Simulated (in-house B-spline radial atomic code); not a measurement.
How numerical settings move a run on Mg, [Ne] 3s2. Computed with an all-electron radial atomic-structure program (B-spline basis): Dirac-Kohn-Sham PBE, spherical fractional occupations, Fermi nucleus of rms radius 3.057 fm.

Command:
```bash
python run_scf.py task.json out
```
Settings of the sound reference run:
```
Z                12
electrons        12
configuration    [Ne] 3s2
hamiltonian      dirac
method           pbe,pbe
spin_polarised   False
nucleus          fermi
rms_radius       3.057
mass_number      24
atomic_mass      23.98504
speed_of_light   137.036
knot_spacing     0.22
spline_order     8
gauss_points     12
box_radius       50
max_iterations   70
damping          0.5
damped_steps     3
diis_vectors     10
tolerance        1e-08
start            Thomas-Fermi
```

Cost of the run: 1.5 s on 1 thread of Arm Neoverse N1, on a shared host.

It converges in 9 iterations to -200.279864 hartree, with 3s1/2 at -4.70536 eV. The other runs change the listed settings, some to values that make no sense; their results aren't properties of the atom or ion. Radii are in bohr (the nuclear one in fm), a minus after a letter asks for a j subshell, and «unchanged» means within 1e-8 hartree. The run stops when the residual is below 10 × tolerance × max(1, Z/10), or a noise floor if that is larger, and the energy moves by less than 1e-8 × √|E| hartree; so very loose and very tight tolerances often act alike.

| changed settings | outcome |
| --- | --- |
| box_radius = 3 | converged in 8 iterations, energy +1.15e+00 hartree from the reference, 3s1/2 level +2.1e+01 eV (the program warns: 3s1/2 has a positive eigenvalue: unbound, held by the box; 2s1/2 reaches the box edge) |
| knot_spacing = 0.4, first_knot = 8.33e-05, max_iterations = 12, start = bare nucleus | converged in 11 iterations, energy +2.21e-05 hartree from the reference, 3s1/2 level -2.0e-04 eV |
| tolerance = 1e-06 | converged in 8 iterations, energy unchanged, 3s1/2 level -7.1e-05 eV |
| diis_vectors = 0 | converged in 18 iterations, energy unchanged |
| electrons = 13, configuration = [Ne] 3s2 1f1, max_iterations = 100 | stopped with error: there is no 1f shell |
| box_radius = 2 | converged in 8 iterations, energy +5.30e+00 hartree from the reference, 3s1/2 level +8.0e+01 eV (the program warns: 3s1/2 has a positive eigenvalue: unbound, held by the box; 2s1/2 reaches the box edge) |
| max_iterations = 12, damped_steps = 8, start = bare nucleus | not converged after 12 iterations, last residual 2.0e-06, last energy +1.00e-10 hartree from the reference |
| diis_vectors = 4 | converged in 9 iterations, energy unchanged, 3s1/2 level +2.6e-06 eV |
| diis_vectors = 2 | converged in 10 iterations, energy unchanged, 3s1/2 level +1.1e-05 eV |
| box_radius = 10 | converged in 9 iterations, energy +5.31e-04 hartree from the reference, 3s1/2 level +3.9e-02 eV (the program warns: 3s1/2 reaches the box edge) |
| gauss_points = 4, first_knot = 0.25, max_iterations = 100, damping = 0.2, start = bare nucleus | converged in 11 iterations, energy +1.98e+02 hartree from the reference, 3s1/2 level +4.8e+00 eV (the program warns: 3s1/2 has a positive eigenvalue: unbound, held by the box; 1s1/2 reaches the box edge) |
| box_radius = 5 | converged in 9 iterations, energy +1.14e-01 hartree from the reference, 3s1/2 level +3.0e+00 eV (the program warns: 3s1/2 reaches the box edge; 2p1/2 reaches the box edge) |
| method = hf, speed_of_light = 10.79844 | converged in 13 iterations to -445.5714 hartree, a different physical problem |

Q: What happens with electrons = 13, configuration = [Ne] 3s2 4s-1, max_iterations = 100?

A: Stopped with error: j subshells need the Dirac Hamiltonian and l > 0.

Q: What happens with diis_vectors = 1?

A: Not converged after 70 iterations, last residual 8.2e-07, last energy -2.00e-10 hartree from the reference.

Q: What happens with gauss_points = 3, max_iterations = 100, damping = 0, tolerance = 1e-05, start = bare nucleus?

A: Converged in 12 iterations, energy +6.88e-06 hartree from the reference, 3s1/2 level -1.4e-04 eV.

Q: What happens with box_radius = 7.5?

A: Converged in 9 iterations, energy +8.05e-03 hartree from the reference, 3s1/2 level +3.7e-01 eV (the program warns: 3s1/2 reaches the box edge).
